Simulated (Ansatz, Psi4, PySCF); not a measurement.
F (SMILES [F-]), charge -1, singlet. Base run: MP2/cc-pVTZ (PySCF).

The PySCF input:
```python
from pyscf import gto, scf, mp

mol = gto.Mole()
mol.atom = '''
    F     0.00000000    0.00000000    0.00000000
'''
mol.basis = 'cc-pvtz'
mol.charge = -1
mol.verbose = 4
mol.build()

mf = scf.RHF(mol)
mf.kernel()

pt = mp.MP2(mf)
pt.kernel()
print('E(MP2) = %.10f' % pt.e_tot)
```

The same geometry, method and basis name were run in Ansatz (a program for electronic structure) and Psi4 and PySCF, at each program's defaults and at the settings that a row names. The base is PySCF at its defaults. Differences at the defaults can come from grids, fitting, cores and function types together.

| code and settings | ΔE vs base (mEh) | basis functions | E (Eh) | SCF cycles |
|---|---|---|---|---|
| PySCF, defaults (exact integrals, spherical functions, all electrons correlated) | 0.000 | 30 | -99.70569 | 7 |
| Psi4, defaults (density fitting with its default set, spherical functions, all electrons correlated) | ___ | 30 | ___ | 10 |
| Ansatz, defaults (factorised integrals, spherical functions, frozen core) | 12.304 | 30 | -99.69339 | - |
| PySCF, frozen core | 12.303 | 30 | -99.69339 | 7 |
| Psi4, exact integrals, spherical functions, frozen core | 12.303 | 30 | -99.69339 | 10 |
| Ansatz, high accuracy, frozen core | 12.303 | 30 | -99.69339 | - |

Task: Complete the blanks.

Result: 
- Psi4, defaults (density fitting with its default set, spherical functions, all electrons correlated), ΔE vs base (mEh): 0.069
- Psi4, defaults (density fitting with its default set, spherical functions, all electrons correlated), E (Eh): -99.70562
